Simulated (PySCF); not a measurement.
B₃GeH₆ (calculated)

All values are calculated (PySCF 2.14.0). Calculation on a computer-drawn molecule: the log of a Hartree-Fock and frozen-core CCSD(T) single point meant for a local Hartree-Fock minimum, with one planted fault or none, to be diagnosed. Offsets are logged minus clean, where the clean run is the same molecule without the fault. The reference is restricted for singlets and unrestricted otherwise, and also for a bond in bohr or an excited solution. Adding or removing an electron swaps singlet and doublet. The excited solution moves the top pair (singlet) or top alpha electron (doublet) to the lowest empty orbital. Highest occupied and lowest empty are orbital energies over both spins, largest force is the largest gradient component, triples share is (T) over the correlation energy, the T1 limit is 0.02 restricted and 0.045 unrestricted, electrons count all cores, a negative frequency is imaginary (commonest isotopes), and the dipole is about the centre of nuclear charge; on germanium a core potential holds 10 electrons, which the energies leave out, and 3d is frozen in MP2 and coupled-cluster steps.

Common to all runs: meant charge 1; meant multiplicity 1; meant basis cc-pVDZ; meant basis and core potential on germanium cc-pVDZ-PP ECP10MDF; logged electrons 52; logged basis functions 95; logged SCF converged yes; logged spin squared 0; logged CC converged yes; logged SCF stable within its kind yes; possible faults no fault, one electron removed, one electron added, multiplicity raised by two, geometry at a saddle point, SCF held on an excited solution, minimal basis STO-3G, one bond length entered in bohr, all coordinates scaled.

Notes on all entries: T1 above single-reference limit.

(1) 
```xyz
10
formula=B3GeH6 logged_highest_occupied=-16.268 logged_lowest_empty=-5.5596 logged_largest_force=1.38e-05 logged_lowest_frequency=158.41 logged_T1_diagnostic=0.020362 logged_D1_diagnostic=0.061239 logged_triples_share=0.029325 logged_dipole_magnitude=1.148 logged_energy_HF=-370.57965 logged_energy_CCSD(T)=-370.96341 planted_fault=no_fault HF_energy_offset_from_clean_run=0 CCSD(T)_energy_offset_from_clean_run=0
B      1.0775    -1.3424     2.3194
B     -0.1578    -1.5399     1.1834
B     -1.5064    -0.5219     1.1675
Ge    -0.0184    -3.0287    -0.1890
H      1.9981    -0.6238     2.0673
H      1.0095    -1.9132     3.3667
H     -2.4670    -0.8093     1.8170
H     -1.4786     0.4802     0.5175
H     -0.5670    -4.4232     0.0482
H      0.6438    -2.8439    -1.5416
```

Units: logged_highest_occupied, logged_lowest_empty in eV; logged_largest_force in hartree/bohr; logged_lowest_frequency in cm⁻¹; logged_dipole_magnitude in debye; logged_energy_HF, logged_energy_CCSD(T) in hartree; HF_energy_offset_from_clean_run, CCSD(T)_energy_offset_from_clean_run in kcal/mol.

Drawn bonds:
| atom | other atom | order |
| --- | --- | --- |
| 1 | 2 | 1 |
| 2 | 3 | 1 |
| 2 | 4 | 1 |
| 1 | 5 | 1 |
| 1 | 6 | 1 |
| 3 | 7 | 1 |
| 3 | 8 | 1 |
| 4 | 9 | 1 |
| 4 | 10 | 1 |

(2) 
```xyz
10
formula=B3GeH6 logged_highest_occupied=-15.966 logged_lowest_empty=-5.5682 logged_largest_force=0.018461 logged_T1_diagnostic=0.020213 logged_D1_diagnostic=0.060571 logged_triples_share=0.029858 logged_dipole_magnitude=1.0963 logged_energy_HF=-370.57008 logged_energy_CCSD(T)=-370.95619 planted_fault=all_coordinates_scaled,by_+3.8_% HF_energy_offset_from_clean_run=6.005 CCSD(T)_energy_offset_from_clean_run=4.53
B      1.1185    -1.3934     2.4075
B     -0.1638    -1.5984     1.2284
B     -1.5636    -0.5417     1.2118
Ge    -0.0191    -3.1437    -0.1962
H      2.0740    -0.6475     2.1458
H      1.0478    -1.9859     3.4946
H     -2.5608    -0.8400     1.8861
H     -1.5348     0.4984     0.5372
H     -0.5886    -4.5913     0.0500
H      0.6683    -2.9520    -1.6002
```

Units: logged_highest_occupied, logged_lowest_empty in eV; logged_largest_force in hartree/bohr; logged_dipole_magnitude in debye; logged_energy_HF, logged_energy_CCSD(T) in hartree; HF_energy_offset_from_clean_run, CCSD(T)_energy_offset_from_clean_run in kcal/mol.

Drawn bonds:
| atom | other atom | order |
| --- | --- | --- |
| 1 | 2 | 1 |
| 2 | 3 | 1 |
| 2 | 4 | 1 |
| 1 | 5 | 1 |
| 1 | 6 | 1 |
| 3 | 7 | 1 |
| 3 | 8 | 1 |
| 4 | 9 | 1 |
| 4 | 10 | 1 |
